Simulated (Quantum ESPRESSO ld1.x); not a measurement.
Question: These are the eigenvalues of the occupied orbitals of an atom or ion with whole-number occupations (eV). Method: scalar-relativistic Kohn-Sham, relativistic LDA (MacDonald-Vosko exchange, VWN5 correlation), spin-unpolarised, spherical densities, point nucleus; computed with ld1.x of Quantum ESPRESSO 7.5.

orbital  eigenvalue
1s         -7740.75
2s         -1084.81
2p         -957.883
3s         -268.340
3p         -230.544
3d         -170.848

Which element is it, and in what charge state? The configuration may be excited.

Answer: Z = 27, cobalt, charge +8: Co8+ in [Ar] 3d1. The list shows which subshells hold electrons but not how many an open one holds; the 1s level, -284.47 hartree, gives Z - s = 23.9 by -(Z - s)^2/2, which with screening and relativity narrows Z to a few neighbours, and the depths of the outer levels then fix element, charge and occupations together.
